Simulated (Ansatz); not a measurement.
Two isomers of C3H4BF: A = `C=C1BC1F`, B = `BC1=CC1F`.

Calculated with Ansatz (gas phase, PBE0-D4/def2-TZVP geometries, no zero-point term in ΔE). CBS: MP2 limit from def2 TZ/QZ plus the TZ coupled-cluster correction, frozen cores. DFT in def2-TZVPP.

A:

```xyz
9

C    -1.376    0.638    0.337
C    -0.224    0.274   -0.218
B     1.255    0.476   -0.091
C     0.634   -0.905   -0.421
F     0.599   -2.014    0.390
H    -1.619    1.686    0.484
H    -2.109   -0.092    0.674
H     2.147    1.136    0.320
H     0.693   -1.198   -1.474
```

B:

Z-matrix (Å, degrees):
```
C
F 1 1.377
C 1 1.516 2 118.5
C 1 1.428 2 119.4 3 61.0
H 1 1.086 2 109.0 3 -143.9
B 3 1.499 1 136.5 2 -70.9
H 4 1.078 1 146.8 2 62.5
H 6 1.195 3 120.3 1 -108.2
H 6 1.194 3 119.3 1 68.1
```

Problem. Which isomer does CCSD(T)/CBS put lower? Give the gap. (An estimate is asked.)

Solution. Computed: B, by 3.7 kcal/mol.

Problem. Give E(B) − E(A) in kcal/mol with CCSD(T)/def2-TZVPP, CCSD/def2-TZVPP, BLYP-D4, PBE0-D4, MP2/def2-TZVPP, ωB97M-V, B2PLYP. (Best estimate.)

Solution. Ansatz gave: CCSD(T)/def2-TZVPP -3.7, CCSD/def2-TZVPP -4.3, BLYP-D4 -2.4, PBE0-D4 -3.4, MP2/def2-TZVPP -5.7, ωB97M-V -4.1, B2PLYP -3.9. None reverses the order clearly.

Problem. Does the order hold for the free energy at 298.15 K (harmonic terms from PBE0-D4)? (An estimate is asked.)

Solution. Computed: Yes: G(B) − G(A) = -4.9 kcal/mol.

Largest T1 diagnostic: 0.014.

From PBE to PBE0 (25 % exact exchange), in def2-TZVPP and without D4, E(B) − E(A) moves by −0.9 kcal/mol. Leaving LDA and LC-ωPBE aside and taking each functional with its dispersion term where it has one, the values, not all of them listed here, spread over 2.7 kcal/mol, from ωB97X-V to BLYP-D4. LDA lies +0.7 kcal/mol from PBE without D4.
